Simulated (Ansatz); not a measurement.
Relaxation of H5OPZn (8 atoms, charge 0, multiplicity 1), to a largest force component of 0.03 eV/Å in at most 50 steps.

The calculation used RKS PBE0/def2-mTZVP in Ansatz 0.2.0.

```xyz
8
Properties=species:S:1:pos:R:3
Zn -0.867 -1.256 0.417
H 0.168 -1.140 -0.705
O -2.026 -1.283 1.769
H 1.078 0.403 -1.429
P 0.771 1.659 -0.899
H -2.446 -2.121 1.986
H 1.879 2.348 -1.467
H 1.443 1.390 0.328
```

Problem. Where does it end, and by what steps?

Solution. The run converged. The force dipped under the threshold on the way, but the program's further checks kept it going. After 31 steps the energy has fallen by 0.415 eV; H7 moved furthest, 2.24 Å. Joined: Zn1–P5.

```json
{"step": "0", "energy less start (eV)": "0.0000", "largest force component (eV/Å)": "0.497", "accepted": "yes"}
{"step": "2", "energy less start (eV)": "-0.1349", "largest force component (eV/Å)": "0.141", "accepted": "yes"}
{"step": "4", "energy less start (eV)": "-0.1547", "largest force component (eV/Å)": "0.319", "accepted": "yes"}
{"step": "6", "energy less start (eV)": "-0.1561", "largest force component (eV/Å)": "0.602", "accepted": "no"}
{"step": "8", "energy less start (eV)": "-0.1757", "largest force component (eV/Å)": "0.184", "accepted": "yes"}
{"step": "10", "energy less start (eV)": "-0.2017", "largest force component (eV/Å)": "0.431", "accepted": "yes"}
{"step": "12", "energy less start (eV)": "-0.2644", "largest force component (eV/Å)": "0.265", "accepted": "yes"}
{"step": "14", "energy less start (eV)": "-0.3268", "largest force component (eV/Å)": "0.323", "accepted": "yes"}
{"step": "16", "energy less start (eV)": "-0.3587", "largest force component (eV/Å)": "0.279", "accepted": "yes"}
{"step": "18", "energy less start (eV)": "-0.3940", "largest force component (eV/Å)": "0.048", "accepted": "yes"}
{"step": "20", "energy less start (eV)": "-0.4014", "largest force component (eV/Å)": "0.112", "accepted": "yes"}
{"step": "22", "energy less start (eV)": "-0.4029", "largest force component (eV/Å)": "0.083", "accepted": "yes"}
{"step": "24", "energy less start (eV)": "-0.3976", "largest force component (eV/Å)": "0.400", "accepted": "no"}
{"step": "26", "energy less start (eV)": "-0.4061", "largest force component (eV/Å)": "0.172", "accepted": "yes"}
{"step": "28", "energy less start (eV)": "-0.4107", "largest force component (eV/Å)": "0.007", "accepted": "yes"}
{"step": "30", "energy less start (eV)": "-0.4136", "largest force component (eV/Å)": "0.098", "accepted": "yes"}
{"step": "31", "energy less start (eV)": "-0.4145", "largest force component (eV/Å)": "0.019", "accepted": "yes"}
```

```xyz
8
Properties=species:S:1:pos:R:3
Zn -0.484 -1.507 0.130
H 0.015 -2.771 -0.605
O -1.327 -0.315 1.212
H 1.566 1.229 -1.707
P 0.747 0.816 -0.625
H -1.900 -0.702 1.880
H -0.174 1.886 -0.685
H 1.557 1.363 0.399
```

Whether the end is a true minimum wasn't checked by a vibrational analysis.

Time of the run: 62 s on 2 threads of Arm Neoverse V2 (shared host), peak memory 0.2 GiB.
